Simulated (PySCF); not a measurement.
Isomers of C5H7F3O3S, one GFN2-xTB conformer each. Single-point energies are computed at PBE0/pcSseg-1 (PySCF, gas phase, no added dispersion term), electronic only.

Question: Rank them by PBE0/pcSseg-1 energy, lowest first (kJ/mol).
A. `[CH3:1][O:2][C@H:3]([C:4]([F:5])=[C:6]([F:7])[F:8])[S:9]([CH3:10])(=[O:11])=[O:12]` with C1–O2–C3–C4 -163°, O2–C3–C4–F5 -49°, O2–C3–S9–C10 45°
B. `[CH3:1][S:2](=[O:3])(=[O:4])[C:5]1([O:6][C:7]([F:8])([F:9])[F:10])[CH2:11][CH2:12]1` with C1–S2–C5–O6 -49°, S2–C5–O6–C7 -68°

Answer: B (0.0), A (123.8).

As drawn, the lower has a three-membered ring, which the higher lacks; the higher has a C=C bond outside aromatic rings, which the lower lacks. GFN2-xTB itself gives, in the same order: 0.0, 109.7. Both levels put the same isomer lowest.

Which frontier levels, dipoles and rotational constants go with these structures?

```
                       SMILES  HOMO (eV, PBE0/pcSseg-1)  LUMO (eV)  dipole (D)       A, B, C (MHz)
   CS(=O)(=O)C1(OC(F)(F)F)CC1                     -8.50       0.60        3.77  1340, 723.9, 605.5
CO[C@H](C(F)=C(F)F)S(C)(=O)=O                     -7.57      -0.51        3.38  1184, 586.9, 538.3
```
